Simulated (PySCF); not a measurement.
**C₆ coefficients of unlike pairs at BP86**

Calculated with PySCF 2.14 from the dipole response of each species, C₆(A,B) = (3/π) ∫ α_A(iu) α_B(iu) du, in atomic units, from isotropic polarisabilities. For ions this is the dispersion term alone; charge-induced terms of lower order in 1/R come first.

```tsv
species	configuration	basis	relativity	α (bohr³)	C₆ (like pair)
I	[Kr] 4d10 5s2 5p5 (2P)	aug-cc-pVTZ-PP with ECP28MDF (6s5p4d2f)	core potential	34.44	372.7
Cu⁺	[Ar] 3d10 (1S)	aug-cc-pVDZ-DK (7s6p4d2f)	spin-free X2C	7.567	23.36
Rh²⁺	[Kr] 4d7 (4F)	aug-cc-pwCVTZ-DK (11s10p8d4f3g)	spin-free X2C	7.712	41.42
O	[He] 2s2 2p4 (3P)	aug-cc-pVTZ with one added diffuse shell each of s, p, d, f type (6s5p4d3f)	none	5.968	18.13
```

(1) Estimate C₆ for O with Cu⁺.

No spin-orbit coupling is included.

The other pairs:

| pair | C₆ |
| --- | --- |
| O, Rh²⁺ | 27.08 |
| Rh²⁺, I | 115.1 |
| Cu⁺, I | 89.77 |
| Rh²⁺, Cu⁺ | 30.71 |
| O, I | 79.84 |

Results:

(1) The integral gives 20.39. The combination rule 2 C_A C_B / (C_A α_B/α_A + C_B α_A/α_B) gives 20.46 and the geometric mean 20.58.
